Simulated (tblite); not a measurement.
**Question.** Give a GFN2-xTB geometry of `F/C=P\C1=CC=CC=C1F`.

**Answer.** 
```xyz
15
C7H5F2P angstrom
F      2.6780   -0.0010   -1.2022
C      3.0326   -0.3735    0.0396
P      2.0022   -0.5757    1.3438
C      0.3888   -0.2168    0.5514
C     -0.0665   -0.8516   -0.5994
C     -1.3140   -0.5512   -1.1155
C     -2.1315    0.3727   -0.4847
C     -1.7060    1.0060    0.6712
C     -0.4571    0.6966    1.1698
F     -0.0167    1.3054    2.2926
H      4.1031   -0.5080    0.1230
H      0.5625   -1.5796   -1.0898
H     -1.6513   -1.0434   -2.0148
H     -3.1049    0.6018   -0.8906
H     -2.3236    1.7263    1.1837
```

Any rigid rotation of these coordinates is as good. Atoms count from 1 in this order. The C–P distances run from 1.674 Å (C2=P3, drawn double) to 1.833 Å (P3–C4, drawn single), a spread of 0.159 Å. The 6-membered ring C4–C5–C6–C7–C8–C9 has internal angles of 118.0° to 122.5° (sum 720°, against 720° for a flat polygon); it is planar, 0.00 Å rms from its mean plane, widest ring torsion 1°. Of the pairs four or more bonds apart, F1···C5 is among the closest relative to their van der Waals radii: 2.94 Å, 93 % of the sum of Bondi's values. P3 (phosphorus bonded to 2 C) is bent (angle 100.4°).

Bonds between heavy atoms (Å): F1–C2 1.344, C2=P3 1.674, P3–C4 1.833, C4–C5 1.391, C5–C6 1.383, C6–C7 1.386, C7–C8 1.385, C8–C9 1.380, C9–F10 1.351, C4–C9 1.390.

The geometry is computed with GFN2-xTB (gas phase).

Point group: C1 (no symmetry element, even within 0.4 Å). Its GFN2-xTB frequencies are all real (lowest 38 cm⁻¹). One conformer, not necessarily the lowest (C2–P3–C4–C5 53°).
